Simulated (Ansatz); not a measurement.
Sn(NH2)H3 (SnNH₅). Charge 0, multiplicity 1. Geometry r2SCAN-D4/def2-TZVP; atoms count from 1.

```
atom   x (Å)   y (Å)   z (Å)
 Sn1  -0.611  -0.455   0.056
  N2   1.162   0.553   0.118
  H3   1.044   1.507   0.444
  H4   1.597   0.615  -0.797
  H5  -1.193  -0.451   1.657
  H6  -0.226  -2.024  -0.487
  H7  -1.774   0.255  -0.990
```

In the def2 sets Sn takes a core potential; there is no spin–orbit coupling.

Q: Estimate the Mulliken populations from the PBE0/def2-TZVP orbitals of Ansatz.

A: 
```json
{"atom": "Sn1", "charge (e)": "0.49"}
{"atom": "N2", "charge (e)": "-0.77"}
{"atom": "H3", "charge (e)": "0.23"}
{"atom": "H4", "charge (e)": "0.23"}
{"atom": "H5", "charge (e)": "-0.06"}
{"atom": "H6", "charge (e)": "-0.06"}
{"atom": "H7", "charge (e)": "-0.08"}
```
Mulliken values and Mayer orders depend strongly on the basis.

Q: And the Mayer bond orders between bonded heavy atoms (over 0.3)?

A: Sn1–N2 0.96 (2.04 Å).
